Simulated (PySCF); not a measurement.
**C₆ coefficients of unlike pairs at PBE0**

Calculated with PySCF 2.14 from the dipole response of each species, C₆(A,B) = (3/π) ∫ α_A(iu) α_B(iu) du, in atomic units, from isotropic polarisabilities. For ions this is the dispersion term alone; charge-induced terms of lower order in 1/R come first.

```csv
species,configuration,basis,relativity,α (bohr³),C₆ (like pair)
Ag,[Kr] 4d10 5s1 (2S),"x2c-QZVPPall with one added diffuse shell each of s, p, d, f, g type (14s9p8d5f3g)",spin-free X2C,52.92,419.1
Mn⁺,[Ar] 3d5 4s1 (7S),aug-cc-pwCVTZ (10s9p7d4f3g),none,30.85,162.1
Sb⁺,[Kr] 4d10 5s2 5p2 (3P),aug-cc-pVQZ-PP with ECP28MDF (7s7p5d3f2g),core potential,25.15,204.4
Mg⁺,[Ne] 3s1 (2S),"aug-cc-pCVTZ-DK with one added diffuse shell each of s, p, d, f type (9s8p6d4f)",spin-free X2C,34.78,152.4
```

(1) Estimate C₆ for Mg⁺ with Ag.

No spin-orbit coupling is included.

The other pairs:

```tsv
pair	C₆
Mg⁺, Sb⁺	159.2
Mn⁺, Ag	260.2
Sb⁺, Mn⁺	176.2
Sb⁺, Ag	281.9
Mg⁺, Mn⁺	154.0
```

## Answers

(1) The integral gives 247.6. The combination rule 2 C_A C_B / (C_A α_B/α_A + C_B α_A/α_B) gives 251.7 and the geometric mean 252.7.
